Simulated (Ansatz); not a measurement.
Abridged output of a molecular run in Ansatz:

```
Functional definition: HF
940 factors; integrals over basis functions are off by at most 1.4e-3 eV
mean field evaluation 1: about -61288.6633 eV, gradient 2.4e1 eV
mean field evaluation 2: about -61288.7063 eV, gradient 2.4e1 eV
mean field evaluation 4: about -61292.0583 eV, gradient 2.9e0 eV
mean field evaluation 8: about -61292.1777 eV, gradient 2.9e-1 eV
mean field evaluation 16: about -61292.1984 eV, gradient 4.0e-2 eV
mean field evaluation 32: about -61292.1984 eV, gradient 5.5e-6 eV
mean field -61292.19844941 eV, -2252.4467476716 hartree, gradient 5.6e-6 eV, S^2 0.851366; 2 other end points of the search recorded, 0 dependent functions left out
12 core orbitals not correlated: weight in the atoms' cores, before any rotation towards them, 1.000 or more for the frozen orbitals, at most 0.000 for the correlated occupied ones
reference -61292.19844941 eV, -2252.4467476716 hartree; 17, 16 occupied and 65, 66 virtual orbitals, 940 factors
second order -17.79309419 eV of doubles, -0.00000000 eV of singles
cycle   1  -17.88500521 eV  change   -9.2e-2 eV  update   1.1e-1
cycle   2  -18.43412989 eV  change   -5.5e-1 eV  update   4.3e-2
cycle   3  -18.60744369 eV  change   -1.7e-1 eV  update   2.9e-2
cycle   4  -18.61677881 eV  change   -9.3e-3 eV  update   1.5e-2
cycle   5  -18.62321786 eV  change   -6.4e-3 eV  update   8.2e-3
cycle   6  -18.62548113 eV  change   -2.3e-3 eV  update   3.1e-3
cycle   7  -18.62651997 eV  change   -1.0e-3 eV  update   1.3e-3
cycle   8  -18.62693475 eV  change   -4.1e-4 eV  update   5.5e-4
cycle   9  -18.62685038 eV  change    8.4e-5 eV  update   2.5e-4
cycle  10  -18.62677841 eV  change    7.2e-5 eV  update   1.4e-4
cycle  11  -18.62686493 eV  change   -8.7e-5 eV  update   6.6e-5
cycle  12  -18.62686681 eV  change   -1.9e-6 eV  update   2.7e-5
perturbative correction -0.54128115 eV, -0.0198917155 hartree
Total energy: -61311.36659737 eV, -2253.1511641164 hartree
Checks for a lower state left out: cluster_reference
```

Its atoms:

Z-matrix (Å, degrees):
```
C
C 1 1.331
H 1 1.086 2 121.6
H 1 1.085 2 121.7 3 179.1
Ge 2 1.928 1 121.7 3 178.8
H 2 1.087 1 120.3 3 2.0
F 5 1.752 2 105.0 1 11.1
H 5 1.553 2 114.8 1 126.6
```

(1) Which basis set was used?
A. def2-SVPD
B. def2-SVP
C. cc-pV(Q+d)Z
D. cc-pV(T+d)Z

(2) Write the keys of the input that set method, charge and spin (a neutral closed shell needs none for the last two).

Answers

(1) B. It gives 94 functions.

(2) 
```yaml
magnetization: {spin_polarized: true, initial_magnetization: 1}
correlation: {method: ccsd_t}
scf: {omitted_lower_state_checks: [cluster_reference]}
```
